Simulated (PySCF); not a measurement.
**Electronic structure of Ba (barium, neutral) at the LDA level**

Configuration: [Xe] 6s1 6p1, high-spin 3P determinant (an excited configuration). Computed with PySCF 2.14 in aug-cc-pVQZ-X2C (10s9p7d4f2g, 118 functions), with the spin-free X2C one-electron Hamiltonian (Gaussian nucleus).

| Property | Result |
| --- | --- |
| Total energy | -8127.65 hartree |
| One-electron energy | -11098.62 hartree |
| Hartree (Coulomb) energy | 3163.95 hartree |
| Exchange-correlation energy | -192.98 hartree |
| ⟨S²⟩ | 2.0002 |
| ⟨L²⟩ | 2.010 |
| Sum of ⟨r⟩ | 44.93 bohr |
| Sum of ⟨r²⟩ | 109.9 bohr² |
| Traceless quadrupole moment −½Σ⟨3z² − r²⟩ along its main axis | -16.7 e·bohr² |
| Langevin diamagnetic susceptibility | -87.0 ×10⁻⁶ cm³/mol |

| shell | electrons | mean orbital energy (eV) | spread (eV) | rms radius, mean of both spins (bohr) |
| --- | --- | --- | --- | --- |
| 1s α | 1 | -37135.1 | 0 | 0.0292 |
| 1s β | 1 | -37135.1 | 0 | 0.0292 |
| 2s α | 1 | -5872.5 | 0 | 0.119 |
| 2s β | 1 | -5872.5 | 0 | 0.119 |
| 2p α | 3 | -5275.0 | 0.008 | 0.106 |
| 2p β | 3 | -5275.0 | 0.012 | 0.106 |
| 3s α | 1 | -1240.9 | 0 | 0.312 |
| 3s β | 1 | -1240.8 | 0 | 0.312 |
| 3p α | 3 | -1048.6 | 0.023 | 0.312 |
| 3p β | 3 | -1048.6 | 0.028 | 0.312 |
| 3d α | 5 | -765.70 | 0.020 | 0.290 |
| 3d β | 5 | -765.69 | 0.025 | 0.290 |
| 4s α | 1 | -244.44 | 0 | 0.717 |
| 4s β | 1 | -244.42 | 0 | 0.717 |
| 4p α | 3 | -182.16 | 0.049 | 0.763 |
| 4p β | 3 | -182.14 | 0.060 | 0.763 |
| 4d α | 5 | -91.099 | 0.050 | 0.864 |
| 4d β | 5 | -91.069 | 0.064 | 0.864 |
| 5s α | 1 | -35.027 | 0 | 1.74 |
| 5s β | 1 | -34.945 | 0 | 1.74 |
| 5p α | 3 | -20.044 | 0.137 | 2.04 |
| 5p β | 3 | -19.916 | 0.173 | 2.04 |
| 6s α | 1 | -4.178 | 0 | 4.86 |
| 6p α | 1 | -1.978 | 0 | 6.44 |

Spin-orbit coupling, absent here, splits the open shell strongly.

Densities and radii are taken from the X2C orbitals without a picture-change correction, which distorts them close to the nucleus.
